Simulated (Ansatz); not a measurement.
iminoborane (SMILES B=N) at its CCSD(T)/cc-pVTZ minimum, average atomic masses, point group C∞v.
(charge 0, multiplicity 1):
```xyz
4

B      0.000     0.000    -0.689
N      0.000     0.000     0.554
H      0.000     0.000    -1.859
H      0.000     0.000     1.546
```

Frozen-core correlation.

Run with Ansatz (a program for electronic structure) with Gaussian orbitals. Each number belongs to the level named beside it.

Harmonic frequencies (cm⁻¹): 469 469 718 718 1813 2873 3883.

Question: Work out the rotational constants, the zero-point energy, and the ideal-gas entropy and heat capacity at 298.15 K and 1 bar (rigid rotor, harmonic oscillator).

Answer: 
Principal moments 15.325 u Å² give 16.8576/I = 1.100 cm⁻¹. Zero point: Σω/2 = 5472 cm⁻¹ = 15.65 kcal/mol. Translation R(1.5 ln M + 2.5 ln T − 1.1517) with M = 26.833 u: 149.88 J/(mol K). Rotation with σ = 1: q = 188.4, S = R(ln q + 1) = 51.87. Vibration, summed over R(u/(eᵘ − 1) − ln(1 − e⁻ᵘ)) with u = 1.43878ω/T: 8.59, of which the lowest mode gives 3.10. S° = 210.3 J/(mol K); C_p = 7R/2 + 17.79 = 46.89 J/(mol K).
